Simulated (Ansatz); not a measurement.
`[F][Sn]([F])([F])[Cl]` + `CC(N)([SiH3])S` → `[CH3][Sn]([F])([F])[Cl]` + `NC(F)([SiH3])S`  (redistribution)

Computed with Ansatz on PBE0-D4/def2-TZVP structures; ΔE is electronic, products minus reactants. CBS: MP2 limit from def2 TZ/QZ plus the TZ coupled-cluster correction, frozen cores. Functionals use def2-TZVPP. Elements past krypton have def2 core potentials. For Sn outer-core shells are correlated without core-valence functions, which leaves a few kJ/mol of doubt a bond. One conformer a species, not always the lowest.

`[F][Sn]([F])([F])[Cl]`:

Cartesian coordinates in Å:
```
F 1.680 -0.427 -0.767
Sn 0.018 -0.024 0.019
F -0.936 -1.640 0.161
F 0.360 0.575 1.769
Cl -1.122 1.515 -1.183
```

`CC(N)([SiH3])S`:

Cartesian coordinates in Å:
```
C 0.467 -1.403 -0.549
C -0.002 0.020 -0.287
N 0.999 0.943 -0.744
Si -0.328 0.296 1.561
S -1.650 0.151 -1.149
H -0.256 -2.138 -0.191
H 0.611 -1.567 -1.623
H 1.424 -1.571 -0.051
H 1.193 0.812 -1.732
H 0.719 1.906 -0.612
H -1.349 -0.666 2.044
H -0.822 1.690 1.739
H 0.926 0.125 2.344
H -1.933 1.402 -0.750
```

`[CH3][Sn]([F])([F])[Cl]`:

Cartesian coordinates in Å:
```
C 0.360 -1.093 0.433
Sn -0.284 0.774 -0.300
F -1.680 0.583 -1.578
F -1.084 1.826 1.068
Cl 1.299 2.111 -1.285
H -0.498 -1.597 0.877
H 0.755 -1.677 -0.397
H 1.132 -0.928 1.182
```

`NC(F)([SiH3])S`:

Cartesian coordinates in Å:
```
N 1.201 0.401 -0.765
C 0.462 -0.250 0.227
F 1.112 -0.245 1.486
Si -1.271 0.510 0.483
S 0.325 -2.038 -0.138
H 1.297 1.395 -0.598
H 2.103 -0.030 -0.930
H -1.883 -0.096 1.687
H -2.087 0.232 -0.724
H -1.129 1.982 0.659
H -0.131 -1.860 -1.387
```

| species | PBE energy (Eh) |
| --- | --- |
| `[F][Sn]([F])([F])[Cl]` | -973.84827 |
| `CC(N)([SiH3])S` | -823.62325 |
| `[CH3][Sn]([F])([F])[Cl]` | -913.90671 |
| `NC(F)([SiH3])S` | -883.55039 |

(1) Work out ΔE.

Largest T1 diagnostic among the species: 0.014.

## Answers

(1) ΔE = (-913.90671) + (-883.55039) − (-973.84827) − (-823.62325) = 0.01442 Eh = +0.39 eV. CCSD(T)/CBS gives +0.56 eV.

In def2-TZVPP, CCSD(T) changes the Hartree–Fock value by +0.05 eV (the triples alone add +0.02 eV) and MP2 by +0.12 eV. The D4 term adds +0.06 eV with B3LYP and +0.03 eV with PBE0; it sums over pairs of atoms, weighted by their polarisabilities, and B3LYP, whose exchange is more repulsive, gets the larger term.

B3LYP here is the variant with VWN-RPA as its local correlation; programs differ in this.
